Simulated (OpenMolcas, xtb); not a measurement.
## How methods differ on InHCl2O (SMILES [OH][In]([Cl])[Cl])

InHCl2O: 5 atoms, total charge 0, spin state singlet. As SMILES, `[OH][In]([Cl])[Cl]`. The coordinates come from a PBE0-D4/def2-TZVP relaxation.

```
atom    x (Å)    y (Å)    z (Å)
   O  -0.3478   1.5102  -0.1372
  In  -0.0879  -0.4329  -0.1008
  Cl   1.7226  -1.3206   1.0199
  Cl  -1.5806  -1.8016  -1.1706
   H   0.3436   1.9712   0.3472
```

Each level gives the HOMO–LUMO gap (eV). The values are calculated.

| level | kind | program | value (eV) | CPU time |
| --- | --- | --- | --- | --- |
| GFN0-xTB | semi-empirical | xtb | 3.59 | under 2 s |
| HF/def2-SVP (core potential) | Hartree–Fock | OpenMolcas | 13.58 | 8.6 s |
| SVWN5/def2-SVP (core potential) | LDA | OpenMolcas | 3.97 | 20 s |
| PBE/def2-SVP (core potential) | GGA | OpenMolcas | 4.06 | 30 s |
| M06-L/def2-SVP (core potential) | meta-GGA | OpenMolcas | 4.64 | 27 s |
| TPSS/def2-SVP (core potential) | meta-GGA | OpenMolcas | 4.31 | 32 s |
| r2SCAN/def2-SVP (core potential) | meta-GGA | OpenMolcas | 4.65 | 29 s |
| BHLYP/def2-SVP (core potential) | global hybrid | OpenMolcas | 8.89 | 21 s |
| B2PLYP/def2-SVP (core potential) | double hybrid | OpenMolcas | 9.17 | 17 s |

The values span 3.59 to 13.58 eV. Orbital gaps aren't excitation energies, and those of double hybrids come from the SCF part alone; they tend to grow with the share of exact exchange. CPU times are rough (shared hosts, several kinds of processor and program).
